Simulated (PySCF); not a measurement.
**Working out the ionisation energy of O+**

O+ [He] 2s2 2p3 (4S) → O(2+) [He] 2s2 2p2 (3P). Computed with PySCF 2.14 in aug-cc-pVQZ (6s5p4d3f2g, 80 functions), with no relativity, point nucleus. Frozen: 1s2. Energies in hartree (1 hartree = 27.21139 eV):

```tsv
part	O+ (lower)	O(2+) (upper)
UHF	-74.375732	-73.105150
CCSD correlation	-0.120957	-0.102930
(T)	-0.001960	-0.001518
```

Task: What does Hartree-Fock give?

Result: (-73.105150) − (-74.375732) = 1.270582 hartree = 34.574 eV.

Task: What do CCSD and CCSD(T) give?

Result: The CCSD correlation energies differ by 0.018027 hartree = 0.491 eV and the triples by 0.000442 hartree = 0.012 eV, so CCSD gives 35.065 eV and CCSD(T) 35.077 eV.

A first-order spin-orbit estimate adds -0.027 eV to CCSD(T) (valence), giving 35.050 eV against 35.121 eV (measured; NIST Atomic Spectra Database, ionization energies).

What remains against the reference includes basis incompleteness, the frozen core and higher excitations.
